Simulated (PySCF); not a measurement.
Ionisation energy of O⁷⁺ by level of theory

O⁷⁺ 1s1 (2S) → O⁸⁺ (bare nucleus), as a difference of total energies. Calculation: PySCF 2.14, in an even-tempered Gaussian basis (17 s from 2.2 bohr⁻², ratio 2.2; 7 p from 3.6 bohr⁻², ratio 2.4; 4 d from 11 bohr⁻², ratio 2.4; 3 f from 16 bohr⁻², ratio 2.4; 3 g from 24 bohr⁻², ratio 2.4); the spin-free X2C one-electron Hamiltonian (Gaussian nucleus). The calculations carry no spin-orbit coupling.

```json
{"method": "UHF", "ionisation energy (eV)": "871.51"}
{"method": "LDA", "ionisation energy (eV)": "863.13"}
{"method": "PBE", "ionisation energy (eV)": "870.29"}
{"method": "PBE0", "ionisation energy (eV)": "870.63"}
{"method": "r2SCAN", "ionisation energy (eV)": "871.52"}
{"method": "revPBE", "ionisation energy (eV)": "871.28"}
{"method": "M06-2X", "ionisation energy (eV)": "871.11"}
```

For comparison: 871.41 eV (theoretical estimate listed by NIST; NIST Atomic Spectra Database, ionization energies).
